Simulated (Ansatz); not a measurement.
Ideal-gas functions of BFH5NSi (`BN[SiH2]F`) at 400 K and 1 bar, from an Ansatz frequency run at PBE0-D4/def2-TZVP.

Molar mass 76.94 g/mol, point group C1 (symmetry number 1), electronic degeneracy 1, moments of inertia 33.792, 146.381, 155.997 u Å². Harmonic wavenumbers (cm⁻¹, unscaled): 70, 237, 274, 380, 652, 744, 755, 822, 878, 935, 954, 980, 1022, 1169, 1278, 1400, 2258, 2289, 2577, 2662, 3592.

Use S(trans) = R[1.5 ln M + 2.5 ln T − 1.1517]; rotational temperatures θ = 24.2544 K / I; S(rot) = R[ln(√π/σ · √(T³/θAθBθC)) + 1.5]; for each mode x = 1.438777 ν̃/T, S = R[x/(eˣ − 1) − ln(1 − e⁻ˣ)] and H = RT x/(eˣ − 1); 1 cm⁻¹ = 0.0119627 kJ/mol; R = 8.31446 J/(mol·K).

Q: By hand: the entropy, in J/(mol·K).

A: Translation 169.1. Rotation: θ = 0.7178, 0.1657, 0.1555 K, giving 108.5. Vibration, mode by mode: 19.80, 9.89, 8.76, 6.33, 2.90, 2.24, 2.17, 1.79, 1.53, 1.30, 1.23, 1.14, 1.01, 0.65, 0.47, 0.33, 0.02, 0.02, 0.01, 0.01, 0.00, in all 61.6. Electronic 0.0. Sum 339.2 J/(mol·K).

Q: By hand: H − E and G − E in kJ/mol, counted from the electronic energy.

A: Zero-point energy ½ × 25928 × 0.0119627 = 155.1; thermal vibration 13.6; translation, rotation and pV give 4 RT = 13.3. H − E = 182.0 kJ/mol, and G − E = 182.0 − 400 × 339.2/1000 = 46.3 kJ/mol.

Vibration gives 18 % of the entropy, 19.8 J/(mol·K) of it from the mode under 150 cm⁻¹: soft modes count most, and the harmonic formula is weakest for them. The sum counts one conformer and one mirror image; others add a mixing term.
